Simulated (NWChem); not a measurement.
All runs are NWChem calculations. System: CF2, charge 0, spin multiplicity 3, at a geometry optimised with UPBE/def2-SVP. The structure started from a generated list of species. Its SCF solution wasn't tested for a lower state. Level: UMP2/def2-TZVP, 3 core orbitals frozen.

Output (cleaned and shortened):

```
             Northwest Computational Chemistry Package (NWChem) 7.3.0
             --------------------------------------------------------

                                NWChem Input Module
                                -------------------

 Scaling coordinates for geometry "geometry" by  1.889725989
 (inverse scale =  0.529177249)

 Turning off AUTOSYM since
 SYMMETRY directive was detected!

                             Geometry "geometry" -> ""
                             -------------------------

 Output coordinates in angstroms (scale by  1.889725989 to convert to a.u.)

  No.       Tag          Charge          X              Y              Z
 ---- ---------------- ---------- -------------- -------------- --------------
    1 F                    9.0000     1.14679700     0.00000000    -0.16468000
    2 C                    6.0000     0.00000000     0.00000000     0.49404000
    3 F                    9.0000    -1.14679700     0.00000000    -0.16468000

 Effective nuclear repulsion energy (a.u.)      61.9021608260

            Nuclear Dipole moment (a.u.)
            ----------------------------
        X                 Y               Z
 ---------------- ---------------- ----------------
     0.0000000000     0.0000000000     0.0000000000

      Symmetry information
      --------------------

 Group name             C2v
 Group number             16
 Group order               4
 No. of unique centers     2

      Symmetry unique atoms

     1    2


 Summary of "ao basis" -> "" (spherical)
 ------------------------------------------------------------------------------
       Tag                 Description            Shells   Functions and Types
 ---------------- ------------------------------  ------  ---------------------
 *                         def2-tzvp                  on all atoms

 Summary of "ao basis" -> "ao basis" (spherical)
 ------------------------------------------------------------------------------
       Tag                 Description            Shells   Functions and Types
 ---------------- ------------------------------  ------  ---------------------
 F                         def2-tzvp                11       31   5s3p2d1f
 C                         def2-tzvp                11       31   5s3p2d1f

                                 NWChem SCF Module
                                 -----------------

  ao basis        = "ao basis"
  functions       =    93
  atoms           =     3
[...]
     2   0 2 0    -11.031320     -6.709398     -4.321922      0.000000
     2   0 1 1      0.000000      0.000000     -0.000000      0.000000
     2   0 0 2    -10.678299    -11.453476     -6.197698      6.972875

                   NWChem MP2 Semi-direct Energy/Gradient Module
                   ---------------------------------------------

  Basis functions       =     93
  Molecular orbitals    =     93
  Frozen core           =      3
  Frozen virtuals       =      0
  Active alpha occupied =     10
  Active beta occupied  =      8
  Active alpha virtual  =     80
  Active beta virtual   =     82
  Use MO symmetry       = T
  Use skeleton AO sym   = T

  AO/Fock/Back tols     =   1.0D-09  1.0D-09  1.0D-09

 GA uses MA = F    GA memory limited = T

 Available:
  local mem=  1.26D+08
 global mem=  1.44D+08
 local disk=  0.00D+00
  mp2_memr nvloc                    80
  nvloc new                    80
   1 passes of  10:        5242880                      57627                  11708148.
   1 passes of  10: M    126153198           G      144161902           F     120910318.

 Semi-direct pass number   1 of   1  for UHF alpha       at        2.0s
  vrange nnbf                  4299
  mp2_eaftype                    44  avail_ma_in_mb                  1099
 EAF : mp2_eaftype filesize          44    5854074.
  mp2_eaf for mointskh                     44
Node 0 wrote     27.5 Mb in      0.0 s     Agg I/O rate:   954.4 Mb/s
 Done moints_semi at        4.3s
  mp2_eaftype                    44  avail_ma_in_mb                  1055
 EAF : mp2_eaftype filesize          44    5854074.
  mp2_eaf for kh                    44
 Done maket at        4.5s
 Done multipass loop at        4.5s

 GA uses MA = F    GA memory limited = T

 Available:
  local mem=  1.26D+08
 global mem=  1.44D+08
 local disk=  0.00D+00
  mp2_memr nvloc                    82
  nvloc new                    82
   1 passes of   8:        5242880                      50430                   9603358.
   1 passes of   8: M    126153198           G      144161902           F     120910318.

 Semi-direct pass number   1 of   1  for UHF beta        at        4.6s
  vrange nnbf                  4299
  mp2_eaftype                    36  avail_ma_in_mb                  1099
 EAF : mp2_eaftype filesize          36    4801679.
  mp2_eaf for mointskh                     36
Node 0 wrote     22.6 Mb in      0.0 s     Agg I/O rate:  1050.0 Mb/s
 Done moints_semi at        6.8s
  mp2_eaftype                    36  avail_ma_in_mb                  1063
 EAF : mp2_eaftype filesize          36    4801679.
  mp2_eaf for kh                    36
 Done maket at        7.0s
 Done multipass loop at        7.0s

          -------------------------------------------
          SCF energy                -236.716074481919
          Correlation energy          -0.595831430885
          Singlet pairs                0.000000000000
          Triplet pairs                0.000000000000
          Total MP2 energy          -237.311905912804
          -------------------------------------------

          ---------------------------------------------------
                    Spin Component Scaled (SCS) MP2
          Same spin pairs                     -0.162451382407
          Same spin scaling factor             0.333333333333
          Opposite spin pairs                 -0.433380048478
          Opposite spin scaling fact.          1.200000000000
          SCS-MP2 correlation energy          -0.574206518976
          Total SCS-MP2 energy              -237.290281000895
          ---------------------------------------------------

 -----------------------
 Performance information
 -----------------------

 Timer overhead =  1.36D-07 seconds/call

               Nr. of calls         CPU time (s)                 Wall time (s)                GFlops
             ---------------    -------------------     ------------------------------   -------------------
Name         Min   Avg   Max    Min     Avg     Max     Min     Avg     Max   Mx/calls   Min     Max     Sum
mp2: moin     2     2     2    4.5     4.5     4.5      4.5     4.5     4.5     2.3      0.0     0.0     0.0
mp2: make     2     2     2   0.45    0.45    0.45     0.45    0.45    0.45    0.22      0.0     0.0     0.0
mp2: tota     1     1     1    5.1     5.1     5.1      5.1     5.1     5.1     5.1      0.0     0.0     0.0

 The average no. of pstat calls per process was 5.00D+00
 with a timing overhead of 6.81D-07s

 Task  times  cpu:        7.0s     wall:        7.0s

 Total times  cpu:        7.1s     wall:        7.1s
```

Write an NWChem input that would produce this output.

One answer among several that fit: 
```
start mol
memory heap 200 mb stack 900 mb global 1100 mb
geometry units angstroms nocenter noautoz
  F      1.146797     0.000000    -0.164680
  C      0.000000     0.000000     0.494040
  F     -1.146797     0.000000    -0.164680
  symmetry group C2v
end
basis spherical
  * library def2-tzvp
end
scf
  uhf
  nopen 2
  maxiter 100
  thresh 1e-7
  semidirect memsize 60000000 filesize 0
  # guess.movecs holds the orbitals of an unrestricted PBE0 run
  vectors input guess.movecs output mol.movecs
end
mp2
  freeze core 3
end
task mp2 energy
```
